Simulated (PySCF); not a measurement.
**Fine-structure interval of Pd³³⁺ by level of theory**

Pd³³⁺ [Ne] 3s2 3p1 [3p1/2^1, M_J = 1/2] → Pd³³⁺ [Ne] 3s2 3p1 [3p3/2^1, M_J = 3/2], as a difference of total energies. Calculation: PySCF 2.14, in an uncontracted even-tempered set (19 s from 5.9 bohr⁻², ratio 2.4; 13 p from 7.6 bohr⁻², ratio 2.4; 4 d from 27 bohr⁻², ratio 2.6; 4 f from 40 bohr⁻², ratio 2.6); the two-component X2C-1e Hamiltonian. Correlated levels: 1s2 frozen; the 50 highest virtual spinors dropped. "Screened" scales the spin-orbit matrix elements by Boettger's factors to mimic the two-electron term; Breit and QED terms are absent.

```
                    method  fine-structure interval (cm⁻¹)
 GHF (screened spin-orbit)                          324550
GMP2 (screened spin-orbit)                          322330
     GHF (bare spin-orbit)                          339790
```
